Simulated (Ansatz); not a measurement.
Relaxation of C4H5B (10 atoms, charge 0, multiplicity 1), to a largest force component of 0.015 eV/Å in at most 40 steps.

All numbers below come from RHF/def2-mTZVP in Ansatz.

```xyz
10
Properties=species:S:1:pos:R:3
B -1.200 -1.930 0.475
C -0.001 -1.058 0.885
C 0.759 -1.395 1.893
C 1.550 -1.602 2.922
C 2.281 -1.969 3.906
H -1.927 -1.518 -0.440
H -1.496 -2.871 1.052
H 0.204 -0.119 0.357
H 2.150 -2.867 4.421
H 3.120 -1.305 4.150
```

Task: Where does it end, and by what steps?

Result: It converged. After 9 steps the energy has fallen by 0.304 eV; H7 moved furthest, 0.09 Å.

```json
{"step": "0", "energy less start (eV)": "0.0000", "largest force component (eV/Å)": "4.354", "accepted": "yes"}
{"step": "1", "energy less start (eV)": "0.1366", "largest force component (eV/Å)": "3.005", "accepted": "no"}
{"step": "2", "energy less start (eV)": "-0.2039", "largest force component (eV/Å)": "1.194", "accepted": "yes"}
{"step": "3", "energy less start (eV)": "-0.2872", "largest force component (eV/Å)": "0.279", "accepted": "yes"}
{"step": "4", "energy less start (eV)": "-0.2943", "largest force component (eV/Å)": "0.164", "accepted": "yes"}
{"step": "5", "energy less start (eV)": "-0.2413", "largest force component (eV/Å)": "0.285", "accepted": "no"}
{"step": "6", "energy less start (eV)": "-0.3004", "largest force component (eV/Å)": "0.161", "accepted": "yes"}
{"step": "7", "energy less start (eV)": "-0.3033", "largest force component (eV/Å)": "0.065", "accepted": "yes"}
{"step": "8", "energy less start (eV)": "-0.3040", "largest force component (eV/Å)": "0.024", "accepted": "yes"}
{"step": "9", "energy less start (eV)": "-0.3041", "largest force component (eV/Å)": "0.005", "accepted": "yes"}
```

```xyz
10
Properties=species:S:1:pos:R:3
B -1.206 -1.899 0.496
C -0.006 -1.006 0.886
C 0.777 -1.320 1.892
C 1.514 -1.638 2.859
C 2.274 -1.967 3.861
H -1.909 -1.596 -0.412
H -1.427 -2.890 1.106
H 0.223 -0.100 0.350
H 2.093 -2.862 4.428
H 3.106 -1.355 4.155
```

The run took 14 s on 2 threads of Arm Neoverse V2, with other jobs on the host, peak memory 0.19 GiB.
